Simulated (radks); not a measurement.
Results of a calculation; reference values are marked as such.
Excited configurations of neutral beryllium: one electron is placed in a higher orbital outside [He] 2s1. The ground configuration is [He] 2s2. Level of theory: scalar-relativistic Kohn-Sham, PBE, spin-polarised, spherical densities, finite nucleus; open shells are filled with parallel spins first; Fermi nuclear charge, rms radius 2.519 fm (a radial shooting solver on a logarithmic mesh with Libxc functionals). Excitation = E - E(ground); binding = E(ion) - E, where the ion is the core of charge +1; n* = 1/sqrt(2 binding) in atomic units, and the quantum defect is n - n*.

outer orbital  excitation (eV)  binding (eV)  eigenvalue (eV)  <r> (bohr)
3s                       5.999         3.000           -1.803       7.278
4p                       7.693         1.305           -0.795       16.49
4f                       8.033         0.965           -0.481       16.73
5s                       8.045         0.954           -0.629       24.03
5d                       8.244         0.755           -0.476       27.99

The Delta-SCF ionisation energy is 8.998 eV (NIST Atomic Spectra Database: 9.323 eV, measured). Self-interaction in the functional shifts the binding energies and quantum defects, so they are the method's values and not measured ones.
